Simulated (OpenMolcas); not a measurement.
P+: Slater's ratio, the spin-orbit constant, thermal populations, worked from levels

* Program: OpenMolcas 26.06
* Basis: ANO-RCC-VDZP [4s3p1d]
* Scalar Hamiltonian: DKH2, point nucleus
* Active space: 2 electrons in 3 orbitals (3p)
* State averaging: 2S+1 = 3 even, 3 roots; 2S+1 = 1 even, 6 roots
* Spin-orbit coupling: state interaction with AMFI integrals over the reference wave functions, term energies averaged over their components

Methods: CASSCF; SS-CASPT2, IPEA 0.25 Eh, imaginary shift 0.1 Eh (closed shells correlated: 2s 2p 3s). Measured levels: NIST Handbook of Basic Atomic Spectroscopic Data.

**Slater's ratio.** With one set of orbitals, p2 has 1D - 3P = 6 F2 and 1S - 1D = 9 F2 (F2 = F²/25), a ratio of 3/2. Term energies are centres of gravity, weighted by 2J + 1.

| Source | 1D - 3P | 1S - 3P | F2 from the first | Ratio |
| --- | --- | --- | --- | --- |
| CASSCF | 11316 | 28052 | 1886 | 1.479 |
| SS-CASPT2 | 9907 | 23092 | 1651 | 1.331 |
| measured | 8567 | 21260 | 1428 | 1.482 |

Energies in cm-1. A ratio away from 3/2 shows effects beyond one configuration with one set of orbitals, and in heavier atoms second-order spin-orbit shifts.

**The spin-orbit constant.** For the Hund term 3P of p2, E(J) = (A/2) J(J+1) + constant and ζ = 2S·A = 2A. From J = 0 to J = 2 the energy changes by 3 A.

| Source | E(2) - E(0) | A | ζ |
| --- | --- | --- | --- |
| CASSCF | 428.6 | 142.9 | 286 |
| SS-CASPT2 | 429.3 | 143.1 | 286 |
| measured | 469.1 | 156.4 | 313 |

All in cm-1. SS-CASPT2 is off by -8.5 % and CASSCF by -8.6 %. Both methods take the spin-orbit matrix elements from the reference wave functions, so the second can move ζ only through the term energies and any multistate remixing. Second-order mixing with other terms is absorbed into this ζ.

**Thermal populations.** Z = Σ (2J + 1) exp(-E/kT) with k = 0.695035 cm-1/K, over the levels below. No other level of either list lies under 45600 cm-1, which is above 7 kT at each temperature.

```json
{"Level": "3s2 3p2 3P0", "2J + 1": "1", "SS-CASPT2": "0.0", "measured": "0.0"}
{"Level": "3s2 3p2 3P1", "2J + 1": "3", "SS-CASPT2": "149", "measured": "165"}
{"Level": "3s2 3p2 3P2", "2J + 1": "5", "SS-CASPT2": "429", "measured": "469"}
{"Level": "3s2 3p2 1D2", "2J + 1": "5", "SS-CASPT2": "10200", "measured": "8882"}
{"Level": "3s2 3p2 1S0", "2J + 1": "1", "SS-CASPT2": "23380", "measured": "21576"}
```

```csv
T (K),"Z, SS-CASPT2","Z, measured levels","Ground level (%), SS-CASPT2","Ground level (%), measured levels"
3000,7.901,7.835,12.7,12.8
5000,8.560,8.620,11.7,11.6
8000,9.363,9.541,10.7,10.5
```

At 8000 K, kT = 5560 cm-1, and the computed levels give Z = 1.000 + 2.921 + 4.629 + 0.799 + 0.015 = 9.363.

Term energies are means over components that CASPT2 splits; among the terms shown or strongly mixed into the levels shown the widest spread is 320 cm-1 (3s2 3p2 1D, SS-CASPT2). With the s shell closed, the reference lacks s² → p² mixing. Without dynamic correlation excited terms often stand tens of per cent too high (terms of higher spin than the ground term too low), and those without a measured partner can miss by more than the paired ones (holds for CASSCF). Measured partners are found by configuration, term and J. A level has none where our copy of the source lacks it or the pairing is in doubt (some pairs that miss far off the trend of their configuration count as doubtful), and it then counts in no deviation. Only configurations of the active space appear.
